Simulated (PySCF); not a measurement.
**Correlation energy of Nb (niobium, neutral)**

[Kr] 4d3 5s1 5p1, one real determinant (an excited configuration). All numbers are calculated (PySCF 2.14, the spin-free X2C one-electron Hamiltonian (Gaussian nucleus), in ANO-RCC-VTZP (7s6p4d2f1g, 68 functions)). Frozen: [Kr]; 5 electrons correlated.

```tsv
level	correlation energy (mhartree)
CCSD	-40.69
(T)	-1.12
CCSD(T)	-41.81
```

Diagnostics: T1 = 0.0100, D1 = 0.0270, largest double amplitude 0.082.

The real determinant used has ⟨L²⟩ near 14 against 20 for a pure G term, so it mixes terms.

Cost of the coupled-cluster step: about 4 core-seconds, for 5 correlated electrons.

The basis was made for the ground configuration and has no added diffuse functions, which can raise the energy of the promoted electron.

The reference is one real determinant that mixes LS terms of this configuration.
